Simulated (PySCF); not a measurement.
Molecule: SMILES [CH3+] (CH3 (cation, charge +1)), singlet. Atoms near the plane z = 0.8 Å, at the PBE/def2-SVP optimised geometry (x, y, z in Å): C1 (-0.3, 0.0, 0.0), H2 (-0.8, -1.0, 0.0), H3 (0.8, 0.0, 0.0), H4 (-0.8, 1.0, 0.0).

Computed with PBE/def2-TZVP (PySCF). The values are rescaled to run from 0 to 1.

```
|0000000000000000000000000000000|
|0000000000000000000000000000000|
|0000000000000000000000000000000|
|0000000000000000000000000000000|
|0000000000000000000000000000000|
|0000000000000000000000000000000|
|0000000000000000000000000000000|
|0000000000000000000000000000000|
|0000000001111110000000000000000|
|0000000011233221100000000000000|
|0000000012344432211000000000000|
|0000000012456554321100000000000|
|0000000113467765433210000000000|
|0000000113567777654321000000000|
|0000000113568998765431100000000|
|0000000123578998776432100000000|
|0000000113568998765431100000000|
|0000000113567777654321000000000|
|0000000113467765433210000000000|
|0000000013456554321100000000000|
|0000000012344432211000000000000|
|0000000011233221100000000000000|
|0000000001111110000000000000000|
|0000000000000000000000000000000|
|0000000000000000000000000000000|
|0000000000000000000000000000000|
|0000000000000000000000000000000|
|0000000000000000000000000000000|
|0000000000000000000000000000000|
|0000000000000000000000000000000|
|0000000000000000000000000000000|
```
Scale: ten equal steps from 0.000 (start of '0') to 1.00 (end of '9'), in the order '0123456789'; x runs from -3.00 to 3.00, y from -3.00 (bottom) to 3.00 (top).

Q: Which quantity is mapped?
A. Laplacian of the electron density
B. an orbital amplitude
C. log10 of the electron density
D. electrostatic potential

A: A, Laplacian of the electron density. In full: Laplacian of the electron density (e/bohr⁵).
